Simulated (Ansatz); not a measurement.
Ansatz (a first-principles code) input (B3LYP-D3(BJ)/def2-TZVP):

Ansatz 0.2 input:
```yaml
crystal:
  periodic: [false, false, false]
  atoms:
    - {symbol: Si, position_ang: [0.17289045, -1.06295597, 0.09179119]}
    - {symbol: N, position_ang: [1.36861052, 0.17939824, -0.44281774]}
    - {symbol: N, position_ang: [-1.27861970, -0.15729742, 0.66844668]}
    - {symbol: H, position_ang: [-0.37014335, -1.38151411, -1.29913688]}
    - {symbol: H, position_ang: [1.83321736, 0.62975896, 0.33985226]}
    - {symbol: H, position_ang: [0.98223584, 0.93114027, -1.01952116]}
    - {symbol: H, position_ang: [-1.13647686, 0.25499091, 1.58537867]}
    - {symbol: H, position_ang: [-1.58628830, 0.60213887, 0.05565389]}
basis:
  gaussian:
    orbitals: def2-TZVP
hamiltonian:
  xc: b3lyp
  dispersion: d3bj
total_charge: -1
relax: {f_tol: 0.002, max_steps: 150}
```

End of the output:

```
relax step   6: F+E_penalty+E_count = -10942.39839273 eV  Δ(F+E_penalty+E_count) = -2.568e-5 eV  max|allowed force component| = 3.693e-3 eV/Å  Δτ_max = 0.0031 Å  (32 SCF iters, accepted)
these checks for a lower state are left out or cut short: starts, cluster_reference, orbital_swaps, neighbouring_geometries, increment
integrals: 0.04 GiB planned
791 factors; their error is unknown
0.19 GiB of the device are held for the grids
0.47 GiB of device memory are held for the factors and their scratch space
mean field: 0.39 GiB planned
mean field -10942.14841935 eV, -402.1165375566 hartree, gradient 1.3e-5 eV, S^2 0.000000; 0 other end points of the search recorded, 0 dependent functions left out
the calculation of the forces begins
reference -10942.14868111 eV, -402.1165471759 hartree; 17, 17 occupied and 112, 112 virtual orbitals, 791 factors
relax step   7: F+E_penalty+E_count = -10942.39839723 eV  Δ(F+E_penalty+E_count) = -4.506e-6 eV  max|allowed force component| = 1.290e-3 eV/Å  Δτ_max = 0.0012 Å  (33 SCF iters, accepted)
integrals: 0.04 GiB planned
791 factors; their error is unknown
0.19 GiB of the device are held for the grids
0.47 GiB of device memory are held for the factors and their scratch space
mean field: 0.39 GiB planned
mean field evaluation 64: about -10927.6538 eV, gradient 8.2e1 eV
mean field -10942.14841935 eV, -402.1165375566 hartree, gradient 5.0e-5 eV, S^2 0.000000; 1 other end points of the search recorded, 0 dependent functions left out
the calculation of the forces begins
reference -10942.14868111 eV, -402.1165471759 hartree; 17, 17 occupied and 112, 112 virtual orbitals, 791 factors
Total energy: -10942.39865899 eV, -402.1257336936 hartree
Atom 0 at     0.190334    -1.062492     0.133570 Å, force     0.000011     0.000444     0.000214 eV/Å
Atom 1 at     1.391358     0.191144    -0.469758 Å, force    -0.000806     0.000576     0.001164 eV/Å
Atom 2 at    -1.315456    -0.153060     0.666123 Å, force     0.001288     0.000881     0.000357 eV/Å
Atom 3 at    -0.363020    -1.367038    -1.277343 Å, force    -0.000424    -0.000789    -0.001290 eV/Å
Atom 4 at     1.921625     0.612470     0.284348 Å, force     0.000616    -0.000095    -0.000305 eV/Å
Atom 5 at     1.009559     0.948583    -1.033605 Å, force    -0.000403    -0.000409    -0.000015 eV/Å
Atom 6 at    -1.233694     0.211253     1.608443 Å, force    -0.000655    -0.000260     0.000218 eV/Å
Atom 7 at    -1.615279     0.614800     0.067870 Å, force     0.000374    -0.000349    -0.000344 eV/Å
Dipole moment:    -0.085944     0.920842     0.074194 e Å
```

It need not be the lowest isomer of its formula. Whether it binds its extra electron was not tested at this geometry.
